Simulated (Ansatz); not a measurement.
Computed with Ansatz on PBE0-D4/def2-TZVP structures; ΔE is electronic, products minus reactants. CCSD(T)/CBS adds triple-zeta CCSD(T) − MP2 to the extrapolated MP2 energy (def2 sets, frozen cores). This one scheme is used for every species. Functionals use def2-TZVPP. Each species was taken in one conformer, which may not be the lowest.

`CO[SiH2]S[SiH2]OC` + CH₃NH₂ → `CO[SiH2]CN` + `CO[SiH2]S`  (formal exchange of groups at the Si–S bond)

```json
{"level": "PBE-D4", "ΔE (kJ/mol)": "82.0", "difference from CCSD(T)/CBS": "-0.1"}
{"level": "PBE0-D4", "ΔE (kJ/mol)": "83.6", "difference from CCSD(T)/CBS": "1.5"}
{"level": "ωB97M-V", "ΔE (kJ/mol)": "79.1", "difference from CCSD(T)/CBS": "-3.0"}
{"level": "PBE0", "ΔE (kJ/mol)": "76.6", "difference from CCSD(T)/CBS": "-5.5"}
{"level": "SCS-MP2/def2-TZVPP", "ΔE (kJ/mol)": "80.9", "difference from CCSD(T)/CBS": "-1.2"}
{"level": "CCSD/def2-TZVPP", "ΔE (kJ/mol)": "76.8", "difference from CCSD(T)/CBS": "-5.3"}
{"level": "CCSD(T)/def2-TZVPP", "ΔE (kJ/mol)": "79.1", "difference from CCSD(T)/CBS": "-3.0"}
{"level": "MP2/def2-QZVPP", "ΔE (kJ/mol)": "86.4", "difference from CCSD(T)/CBS": "4.3"}
{"level": "HF/CBS(def2)", "ΔE (kJ/mol)": "74.5", "difference from CCSD(T)/CBS": "-7.6"}
{"level": "CCSD/CBS(def2)", "ΔE (kJ/mol)": "79.8", "difference from CCSD(T)/CBS": "-2.3"}
{"level": "CCSD(T)/CBS", "ΔE (kJ/mol)": "82.1", "difference from CCSD(T)/CBS": "0"}
```

Largest T1 diagnostic among the species: 0.012.

The D4 term adds +11.7 kJ/mol with B3LYP and +7.0 kJ/mol with PBE0; it sums over pairs of atoms, weighted by their polarisabilities, and B3LYP, whose exchange is more repulsive, gets the larger term. In def2-TZVPP, CCSD(T) changes the Hartree–Fock value by +4.4 kJ/mol (the triples alone add +2.3 kJ/mol) and MP2 by +10.1 kJ/mol.

B3LYP here is the variant with VWN-RPA as its local correlation; programs differ in this.
